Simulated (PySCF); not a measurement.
# Heteronuclear NMR

Cartesian coordinates in Å; atom numbers follow the order of the lines, from 1:
```xyz
21

C     3.509    0.042   -0.499
C     2.798    0.092    0.834
O     1.413    0.405    0.680
C     0.599   -0.603    0.380
O     0.967   -1.746    0.248
C    -0.825   -0.190    0.219
C    -1.736   -1.199   -0.128
C    -3.086   -0.930   -0.306
C    -3.555    0.374   -0.135
C    -2.675    1.393    0.210
C    -1.323    1.110    0.385
F    -0.528    2.117    0.714
H     4.589   -0.101   -0.343
H     3.363    0.981   -1.054
H     3.136   -0.794   -1.107
H     2.890   -0.867    1.366
H     3.194    0.895    1.471
H    -1.332   -2.205   -0.252
H    -3.773   -1.734   -0.577
H    -4.615    0.601   -0.272
H    -3.011    2.422    0.352
```

[PySCF: J couplings at B3LYP/pcJ-1 (spin–dipole term only in couplings to heteroatoms); NMR shieldings at PBE0/pcSseg-1/GIAO; structure optimised with PBE0-D3(BJ)/def2-SVP; single conformer; gas phase; rapidly exchanging positions averaged; non-relativistic]

(1) Where does 19F resonate?

(2) Predict the 17O NMR data.

## Answers

(1) 
```
atoms    environment  σ (ppm)  δ (ppm)
  F12  aryl fluorine    278.4   -101.5
```

Shieldings were converted by a linear fit to measured shifts: 19F (scatter 6.9 ppm rms, 7.7 ppm with the 5 outliers that the fit left out vs CFCl3, solution or neat liquid, with a term for F on sp3 carbon). A few per cent of atoms miss by over 2 rms, more outside the fitted compound classes. Couplings are scaled by factors fitted to measured values: 2J(H,H) × 0.91 (rms 0.6 Hz), 3J(H,H) × 0.91 (rms 0.4 Hz, 0.5 with 2 outliers), 1J(C,F) × 0.77 (rms 7.3 Hz), 2J(C,F) × 1.09 (rms 1.9 Hz, 5.0 with 1 outliers), 3J(C,F) × 1.48 (rms 1.3 Hz); all others are unscaled and can be 10–30 % off.

Couplings (the largest are listed; each averaged over equivalent pairs): 1J(C11,F12) = -256.5 Hz, 2J(C10,F12) = 22.5 Hz, 2J(C6,F12) = 7.6 Hz, 3J(F12,H21) = 11.1 Hz, 3J(C9,F12) = 9.5 Hz, 3J(C4,F12) = -7.7 Hz, 3J(C7,F12) = -2.6 Hz.

On a 500 MHz spectrometer 19F resonates near 470.5 MHz, so 1 ppm is 470.5 Hz.

(2) 
```csv
atoms,environment,σ (ppm),δ (ppm)
O5,ester carbonyl oxygen,-71.3,327.7
O3,ester alkoxy oxygen,116.7,160.0
```

Shieldings were converted by a linear fit to measured shifts: 17O: δ = 264.06 − 0.892σ (rms 13.4 ppm, 147 shifts, 14.2 ppm with the 1 outlier that the fit left out vs liquid water, solution or neat liquid). Occasional misses reach two or three times the rms, and more in compound classes unlike the fitted ones. Couplings are scaled by factors fitted to measured values: 2J(H,H) × 0.91 (rms 0.6 Hz), 3J(H,H) × 0.91 (rms 0.4 Hz, 0.5 with 2 outliers), 1J(C,F) × 0.77 (rms 7.3 Hz), 2J(C,F) × 1.09 (rms 1.9 Hz, 5.0 with 1 outliers), 3J(C,F) × 1.48 (rms 1.3 Hz); all others are unscaled and can be 10–30 % off.

Couplings (the largest are listed; each averaged over equivalent pairs; quadrupolar broadening usually hides them): 2J(O3,H16) = -8.2 Hz, 3J(O3,H13) = -3.5 Hz.

On a 500 MHz spectrometer 17O resonates near 67.8 MHz, so 1 ppm is 67.8 Hz.
